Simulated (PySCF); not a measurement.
BeH3N, SMILES [BeH][NH2]. Geometry: TPSSh-D3(BJ)/def2-TZVPD.

Calculation: PySCF 2.14.0 with TPSSh-D3(BJ)/def2-TZVPD.

Harmonic wavenumbers (cm⁻¹): 419, 433, 561, 709, 1094, 1584, 2156, 3560, 3633. Rotational constants (GHz): 371.1, 24.92, 23.35; symmetry number 2.

**Question.** Work out the zero-point energy and the ideal-gas rigid-rotor harmonic-oscillator thermochemistry at 298.15 K and 1 atm.

**Answer.** ZPE = ½ Σ hcν = ½ × 14149 cm⁻¹ = 84.63 kJ/mol. H − E(el) = 96.88 kJ/mol. Entropy in J/(mol K): translation 149.40, rotation 69.34, vibration 11.02, total 229.76. G − E(el) = 28.38 kJ/mol. Cp = 54.60 J/(mol K).
